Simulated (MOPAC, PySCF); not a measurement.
Noncovalent pair: CH4 (SMILES C) (first 5 atoms) with CH3Cl (SMILES CCl); geometry from B3LYP-D3(BJ)/def2-TZVP, rigid monomers moved along the line of their centres of mass till H3···Cl7 is 2.75 Å.
(charge 0, multiplicity 1):
```xyz
10

C      0.08601     0.02346    -0.02055
H      1.15752    -0.17340     0.00100
H     -0.19273     0.62392     0.84378
H     -0.16275     0.56100    -0.93449
H     -0.45703    -0.92108     0.00033
C      0.79971    -0.86146     3.15266
Cl    -0.10234     0.62743     3.58906
H      1.71512    -0.56953     2.64737
H      1.02205    -1.40439     4.06623
H      0.17609    -1.45707     2.49350
```

Interaction energies are E(AB) − E(A) − E(B) at the monomers' geometry in the complex; basis-set methods are counterpoise corrected. Rows marked so take none.

Rows in 6-31G* carry no dispersion term and start afresh at each structure (6-31G* with six Cartesian d functions). MP2/6-31G* freezes PySCF's default core. The state reached by AM1, PM6 isn't checked.

Codes used: MOPAC for AM1, PM6 (differences of heats of formation); PySCF for 6-31G* rows. 

**Question.** One of these levels gives 0.17 kcal/mol for the interaction energy. Which?
A) AM1
B) MP2/6-31G*
C) M06-2X/6-31G* (no counterpoise)
D) PM6

**Answer.** A, AM1. The others give -0.45 (PM6), -0.98 (M06-2X/6-31G* (no counterpoise)), 0.98 (MP2/6-31G*)
